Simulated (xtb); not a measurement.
dimethyl carbonate (C₃H₆O₃), SMILES COC(=O)OC. All values are semi-empirical tight-binding results from xtb (GFN2-xTB unless named), good for trends rather than for accurate numbers. Geometry: GFN2-xTB.

Optimised geometry:

Bonds (Å): C1–O2 1.422, C1–H7 1.092, C1–H8 1.087, C1–H9 1.092, O2–C3 1.333, C3–O4 1.198, C3–O5 1.333, O5–C6 1.422, C6–H10 1.087, C6–H11 1.092, C6–H12 1.092. Angles (°): O2–C1–H7 110.5, O2–C1–H8 105.8, O2–C1–H9 110.5, H7–C1–H8 110.6, H7–C1–H9 108.8, H8–C1–H9 110.6, C1–O2–C3 115.4, O2–C3–O4 125.6, O2–C3–O5 108.8, O4–C3–O5 125.6, C3–O5–C6 115.4, O5–C6–H10 105.8, O5–C6–H11 110.5, O5–C6–H12 110.5, H10–C6–H11 110.6, H10–C6–H12 110.6, H11–C6–H12 108.8.

```yaml
point_group_as_xtb_finds_it: C2v
orbital_gap: 6.27 eV
dipole_moment: 0.58 D
zero_point_energy: 57.3 kcal/mol
G − E(el) at 298.15 K (modified RRHO): 37.7 kcal/mol
static polarisability (D4 model): 51.5 bohr³
solvation energy, GFN2-xTB/ALPB(water): -4.6 kcal/mol
solvation energy, GFN2-xTB/ALPB(ch2cl2): -7.1 kcal/mol
```

### Question
Give the IR lines (harmonic; lines under 4 % of the strongest left out, lines within 3 cm⁻¹ merged). (The exact figures need the calculation; the answer reports its results.)

### Answer
ν (cm⁻¹): 725 (w), 932 (w), 1210 (vs), 1806 (s), 2987 (w) (against the strongest line: vs over 80 %, s over 45 %, m over 15 %, w over 4 %, vw less)

### Question
Give the atomic charges and the Wiberg bond orders between heavy atoms. (Estimate from the structure and the level; the computed values follow.)

### Answer
charges (e) C1 0.03, O2 -0.26, C3 0.48, O4 -0.45, O5 -0.26, C6 0.03, H7 0.07, H8 0.08, H9 0.07, H10 0.08, H11 0.07, H12 0.07. Bond orders C1–O2 0.95, O2–C3 1.10, C3–O4 1.68, C3–O5 1.10, O5–C6 0.95.
